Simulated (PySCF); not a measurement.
F4V, neutral, multiplicity 2. Atoms are numbered in the order given.

```xyz
5

V      0.0000     0.0000     0.0000
F      1.0291     1.0291     0.9019
F     -1.0291    -1.0291     0.9019
F      1.0291    -1.0291    -0.9019
F     -1.0291     1.0291    -0.9019
```
Charge 0, spin multiplicity 2.

Geometry optimised at B3LYP-D3(BJ)/def2-SVP. The spin state was assumed, not searched. The isomer is the one that the SMILES or the coordinates give; other isomers of the formula were not compared.

Level of theory: B3LYP-D3(BJ)/def2-SVP (PySCF).

Frequencies are harmonic and unscaled.

A small imaginary wavenumber (i) marks a very flat motion, where grid noise or a shallow saddle decides the sign.

Modes within 1.5 cm⁻¹ of each other (mostly degenerate sets) share a row, with their intensities summed.

| mode | ν (cm⁻¹) | IR (km/mol) | moving atoms (share of kinetic energy) |
|---|---|---|---|
| 1 | 20i | 0.0 | F 100 % |
| 2 | 171 | 39.8 | F 69 %, V 31 % |
| 3 | 185 | 0.0 | F 100 % |
| 4–5 | 222 | 34.4 | F 78 %, V 22 % |
| 6 | 739 | 0.0 | F 100 % |
| 7 | 767 | 183.9 | F 71 %, V 29 % |
| 8–9 | 839 | 393.5 | F 62 %, V 38 % |
